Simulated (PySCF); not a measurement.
C₂H₆Cl₂Sn (SMILES [CH3][Sn]([CH3])([Cl])[Cl]), singlet, at a GFN2-xTB geometry (such geometries of metal compounds can be far from the true shape) (all electrons, no relativity); TPSS/3-21G run with PySCF.

The PySCF input:
```python
from pyscf import gto, scf, dft

mol = gto.Mole()
mol.atom = '''
    C     1.802743   -1.518929    0.130225
    Sn   -0.015529   -0.267777   -0.050012
    C    -1.958449   -1.159081   -0.628532
    Cl    0.454020    1.440199   -1.566767
    Cl   -0.322578    0.822633    1.988397
    H     1.647280   -2.258916    0.905649
    H     2.630554   -0.870761    0.394279
    H     1.996078   -2.001301   -0.820028
    H    -2.685552   -0.358407   -0.702241
    H    -2.261782   -1.868720    0.131394
    H    -1.850392   -1.653142   -1.586324
'''
mol.basis = '3-21g'
mol.charge = 0
mol.spin = 0
mol.verbose = 4
mol.build()

mf = dft.RKS(mol)
mf.xc = 'tpss'
mf.kernel()
```

It wrote (shortened):

```
PySCF version 2.14.0

[INPUT] verbose = 4
[INPUT] num. atoms = 11
[INPUT] num. electrons = 102
[INPUT] charge = 0
[INPUT] spin (= nelec alpha-beta = 2S) = 0
[INPUT] symmetry False subgroup None
[INPUT] Mole.unit = angstrom
[INPUT] Symbol           X                Y                Z      unit          X                Y                Z       unit  Magmom
[INPUT]  1 C      1.802743000000  -1.518929000000   0.130225000000 AA    3.406690542977  -2.870359812659   0.246089584571 Bohr   0.0
[INPUT]  2 Sn    -0.015529000000  -0.267777000000  -0.050012000000 AA   -0.029345556988  -0.506025192458  -0.094508982942 Bohr   0.0
[INPUT]  3 C     -1.958449000000  -1.159081000000  -0.628532000000 AA   -3.700932238928  -2.190345646187  -1.187753340525 Bohr   0.0
[INPUT]  4 Cl     0.454020000000   1.440199000000  -1.566767000000 AA    0.857973455075   2.721581674872  -2.960760531006 Bohr   0.0
[INPUT]  5 Cl    -0.322578000000   0.822633000000   1.988397000000 AA   -0.609584073810   1.554551071029   3.757525756907 Bohr   0.0
[INPUT]  6 H      1.647280000000  -2.258916000000   0.905649000000 AA    3.112908050474  -4.268732578398   1.711428574986 Bohr   0.0
[INPUT]  7 H      2.630554000000  -0.870761000000   0.394279000000 AA    4.971026615879  -1.645499809952   0.745079326667 Bohr   0.0
[INPUT]  8 H      1.996078000000  -2.001301000000  -0.820028000000 AA    3.772040743270  -3.781910782818  -1.549628334475 Bohr   0.0
[INPUT]  9 H     -2.685552000000  -0.358407000000  -0.702241000000 AA   -5.074957773278  -0.677291071127  -1.327043163441 Bohr   0.0
[INPUT] 10 H     -2.261782000000  -1.868720000000   0.131394000000 AA   -4.274148533471  -3.531369003497   0.248298674411 Bohr   0.0
[INPUT] 11 H     -1.850392000000  -1.653142000000  -1.586324000000 AA   -3.496734103086  -3.123985625016  -2.997717904825 Bohr   0.0

nuclear repulsion = 743.593721225152
number of shells = 49
number of NR pGTOs = 183
number of NR cGTOs = 87
basis = 3-21g
ecp = {}

******** <class 'pyscf.dft.rks.RKS'> ********
method = RKS
initial guess = minao
damping factor = 0
level_shift factor = 0
DIIS = <class 'pyscf.scf.diis.CDIIS'>
diis_start_cycle = 1
diis_space = 8
diis_damp = 0
SCF conv_tol = 1e-09
SCF conv_tol_grad = None
SCF max_cycles = 50
direct_scf = True
direct_scf_tol = 1e-13
XC library pyscf.dft.libxc version 7.1.2
    S. Lehtola, C. Steigemann, M. J. T. Oliveira, and M. A. L. Marques,  SoftwareX 7, 1–5 (2018)
XC functionals = tpss
    J. Tao, J. P. Perdew, V. N. Staroverov, and G. E. Scuseria,  Phys. Rev. Lett. 91, 146401 (2003)
    J. P. Perdew, J. Tao, V. N. Staroverov, and G. E. Scuseria,  J. Chem. Phys. 120, 6898 (2004)
    J. Tao, J. P. Perdew, V. N. Staroverov, and G. E. Scuseria,  Phys. Rev. Lett. 91, 146401 (2003)
    J. P. Perdew, J. Tao, V. N. Staroverov, and G. E. Scuseria,  J. Chem. Phys. 120, 6898 (2004)
radial grids:
    Treutler-Ahlrichs [JCP 102, 346 (1995); DOI:10.1063/1.469408] (M4) radial grids

becke partition: Becke, JCP 88, 2547 (1988); DOI:10.1063/1.454033
pruning grids: <function nwchem_prune>
grids dens level: 3
symmetrized grids: False
atomic radii adjust function: <function treutler_atomic_radii_adjust>
small_rho_cutoff = 0
Set gradient conv threshold to 3.16228e-05
Initial guess from minao.
tot grids = 146808
init E= -6980.62715988987
  HOMO = -0.34734655159661  LUMO = -0.126106573237649  gap/eV = 6.02025
cycle= 1 E= -6993.95174994007  delta_E= -13.3  |g|= 0.529  |ddm|= 3.06
  HOMO = -0.218564299133945  LUMO = -0.0396974531412941  gap/eV = 4.86721
cycle= 2 E= -6993.8803598941  delta_E= 0.0714  |g|= 0.709  |ddm|= 1.53
  HOMO = -0.259726945213589  LUMO = -0.0562941056476771  gap/eV = 5.53569
cycle= 3 E= -6994.03557781003  delta_E= -0.155  |g|= 0.0264  |ddm|= 0.938
  HOMO = -0.264634612535843  LUMO = -0.0634617954623156  gap/eV = 5.47419
cycle= 4 E= -6994.03583667442  delta_E= -0.000259  |g|= 0.0107  |ddm|= 0.0805
  HOMO = -0.263248632063225  LUMO = -0.0614121271171402  gap/eV = 5.49225
cycle= 5 E= -6994.03588901822  delta_E= -5.23e-05  |g|= 0.00127  |ddm|= 0.0233
  HOMO = -0.263246619872681  LUMO = -0.0613938742619111  gap/eV = 5.49269
cycle= 6 E= -6994.03588941707  delta_E= -3.99e-07  |g|= 0.00059  |ddm|= 0.00267
  HOMO = -0.263273063257342  LUMO = -0.0614357032223101  gap/eV = 5.49227
cycle= 7 E= -6994.03588953223  delta_E= -1.15e-07  |g|= 2.78e-05  |ddm|= 0.000893
  HOMO = -0.263273687843662  LUMO = -0.061434279329553  gap/eV = 5.49233
cycle= 8 E= -6994.03588953246  delta_E= -2.35e-10  |g|= 4.43e-06  |ddm|= 5.97e-05
  HOMO = -0.263273926652728  LUMO = -0.0614346159457393  gap/eV = 5.49233
Extra cycle  E= -6994.03588953248  delta_E= -2.18e-11  |g|= 5.03e-06  |ddm|= 1.58e-05
converged SCF energy = -6994.03588953248
```
